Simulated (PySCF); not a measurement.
**Dipole response of B⁻ (boron, charge -1)**

[He] 2s2 2p2, high-spin 3P determinant. Computed with PySCF 2.14 in aug-cc-pVTZ-DK (5s4p3d2f, 46 functions), with the spin-free X2C one-electron Hamiltonian (Gaussian nucleus). Coupled (time-dependent) response in atomic units; α is the mean over directions.

```csv
method,mean α (bohr³),"α xx, yy, zz",C₆ (like pair),S(−4)
UHF,107.5,"51.86, 135.4, 135.4",1094,12110
```

S(−4) is the Cauchy moment in α(ω) = α(0) + S(−4) ω² + …

α(iu) at UHF:

| u (hartree) | α(iu) (bohr³) |
| --- | --- |
| 0 | 107.5 |
| 0.0500 | 86.52 |
| 0.100 | 61.73 |
| 0.200 | 35.28 |
| 0.300 | 22.12 |
| 0.500 | 10.59 |
| 0.750 | 5.435 |
| 1.00 | 3.296 |
| 1.50 | 1.595 |
| 2.00 | 0.9434 |
| 3.00 | 0.4461 |
| 5.00 | 0.1722 |

For an ion, C₆ is the dispersion term alone; charge-induced terms of lower order in 1/R come first.

The components differ because the open shell of this determinant is not spherical; for a pure term their mean is the scalar polarisability.
